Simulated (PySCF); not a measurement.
Isomers of C4H10F2OSi2, one GFN2-xTB conformer each. Single-point energies are computed at PBE0/pcSseg-1 (PySCF, gas phase, no added dispersion term), electronic only.

Problem. Rank them by PBE0/pcSseg-1 energy, lowest first (kcal/mol).
A. `[CH3:1][O:2][SiH2:3][C:4]([SiH2:5][CH3:6])=[C:7]([F:8])[F:9]` with C1–O2–Si3–C4 180°, O2–Si3–C4–Si5 -6°, Si3–C4–Si5–C6 -61°
B. `[CH3:1][CH2:2][O:3]/[C:4]([SiH3:5])=[CH:6]\[SiH:7]([F:8])[F:9]` with C1–C2–O3–C4 -177°, C2–O3–C4–Si5 15°, C4–C6–Si7–F8 67°
C. `[CH3:1][O:2][SiH2:3][SiH2:4][C:5]([CH3:6])=[C:7]([F:8])[F:9]` with C1–O2–Si3–Si4 180°, O2–Si3–Si4–C5 -177°, Si3–Si4–C5–C6 14°

Solution. B (0.0), A (46.4), C (63.2).

As drawn, the lowest has an Si–F bond, which the highest lacks; the highest has two fluorines on one carbon, an Si–O bond and an Si–Si bond, which the lowest lacks. GFN2-xTB itself gives, in the same order: 0.0, 49.2, 51.3. Both levels put the same isomer lowest; measured from each level's own lowest isomer, the values differ by up to 11.9 kcal/mol (CO[SiH2][SiH2]C(C)=C(F)F: 51.3 against 63.2).

Problem. Which frontier levels, dipoles and rotational constants go with these structures?

Solution. 
```
                   SMILES  HOMO (eV, PBE0/pcSseg-1)  LUMO (eV)  dipole (D)       A, B, C (MHz)
CCO/C([SiH3])=C\[SiH](F)F                     -7.24      -1.01        4.65  1445, 671.7, 487.9
 CO[SiH2]C([SiH2]C)=C(F)F                     -7.71      -0.17        2.50  1378, 822.9, 555.4
 CO[SiH2][SiH2]C(C)=C(F)F                     -7.29      -0.48        2.81  3160, 441.8, 394.2
```
